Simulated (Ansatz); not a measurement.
Input for Ansatz (an electronic-structure program): U-HF/def2-TZVPP on C3H3 (SMILES [C]#CC), 2S+1 = 2, atoms moved off the minimum.

Ansatz 0.2 input:
```yaml
crystal:
  periodic: [false, false, false]
  atoms:
    - {symbol: C, position_ang: [1.46658718, 0.03818407, 0.09878811]}
    - {symbol: C, position_ang: [0.35216490, 0.08790940, -0.11621679]}
    - {symbol: C, position_ang: [-1.08817845, 0.05054647, 0.07857144]}
    - {symbol: H, position_ang: [-1.45733931, -0.72648946, -0.78953475]}
    - {symbol: H, position_ang: [-1.38861327, -0.25658181, 0.98076428]}
    - {symbol: H, position_ang: [-1.59372628, 0.98956825, -0.25489172]}
basis:
  gaussian:
    orbitals: def2-TZVPP
hamiltonian:
  xc: {name: HF}
magnetization: {spin_polarized: true, initial_magnetization: 1}
output: {forces: true}
```

The head of its log:

```
WARN ansatz: RAYON_NUM_THREADS=1 ignored (pool sized by the plan → 1); use --threads N
Functional definition: HF
integrals: 0.03 GiB planned
876 factors; their error is unknown
mean field: 0.32 GiB planned
mean field evaluation 1: about -3131.9225 eV, gradient 1.9e1 eV
mean field evaluation 2: about -3134.0633 eV, gradient 6.5e0 eV
```

Give the final energy of this run.

-115.2068 hartree. Its determinant has ⟨S²⟩ = 0.94, a mixture of spin states.
